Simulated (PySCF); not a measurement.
**Fine-structure interval of Pm(48+) by level of theory**

Pm(48+) [Ne] 3s2 3p1 [3p1/2^1, M_J = 1/2] → Pm(48+) [Ne] 3s2 3p1 [3p3/2^1, M_J = 3/2], as a difference of total energies. Calculation: PySCF 2.14, in an uncontracted even-tempered set (18 s from 12 bohr⁻², ratio 2.4; 14 p from 16 bohr⁻², ratio 2.4; 4 d from 53 bohr⁻², ratio 2.6; 4 f from 80 bohr⁻², ratio 2.6); the two-component X2C-1e Hamiltonian. Correlated levels: 1s2 frozen; the 54 highest virtual spinors dropped. "Screened" scales the spin-orbit matrix elements by Boettger's factors to mimic the two-electron term; Breit and QED terms are absent.

```tsv
method	fine-structure interval (cm⁻¹)
GHF (screened spin-orbit)	1203800
GMP2 (screened spin-orbit)	1199500
GHF (bare spin-orbit)	1247300
```
